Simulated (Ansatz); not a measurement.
C4H12AsN⁺, that is AsMe2(NMe2) with one electron fewer. Charge 1, multiplicity 2. Geometry r2SCAN-D4/def2-SVP, that of the neutral singlet; atoms count from 1.

```xyz
18

As    1.1333   -0.2937    0.2975
C     0.7380    0.6575    1.9742
H     1.1011    1.6946    1.9352
H     1.2576    0.1456    2.7986
H    -0.3479    0.6483    2.1546
C     0.3349   -2.0003    0.8648
H    -0.7257   -1.8457    1.1163
H     0.8787   -2.3627    1.7507
H     0.4249   -2.7606    0.0756
N    -0.4095    0.3310   -0.6347
C    -0.6881   -0.4398   -1.8329
C    -0.3347    1.7482   -0.9412
H    -1.6559   -0.1162   -2.2571
H    -0.7791   -1.5111   -1.5952
H     0.0755   -0.3287   -2.6374
H    -0.1518    2.3354   -0.0277
H     0.4512    2.0149   -1.6853
H    -1.3025    2.0832   -1.3563
```

Question: Estimate the Mulliken populations from the PBE0/def2-TZVP orbitals of Ansatz.

Answer: 
```tsv
atom	charge (e)	spin (α − β)
As1	0.45	0.22
C2	-0.49	0.04
H3	0.19	0.00
H4	0.19	0.00
H5	0.19	0.01
C6	-0.49	0.04
H7	0.19	0.01
H8	0.19	0.00
H9	0.19	0.00
N10	-0.07	0.59
C11	-0.34	-0.02
C12	-0.34	-0.02
H13	0.19	0.02
H14	0.18	0.00
H15	0.20	0.05
H16	0.18	0.00
H17	0.20	0.05
H18	0.19	0.02
```
Mulliken values depend strongly on the basis.

Question: Where does the spin sit?

Answer: Summed by element: As 0.22, C 0.02, H 0.16, N 0.59, of 1 unpaired in all. Largest on single atoms: N10 0.59, As1 0.22, H15 0.05.

Question: And the Mayer bond orders between heavy atoms (over 0.3)?

Answer: As1–C2 0.98 (1.97 Å); As1–C6 0.98 (1.97 Å); As1–N10 1.01 (1.91 Å); N10–C11 0.95 (1.45 Å); N10–C12 0.95 (1.45 Å).
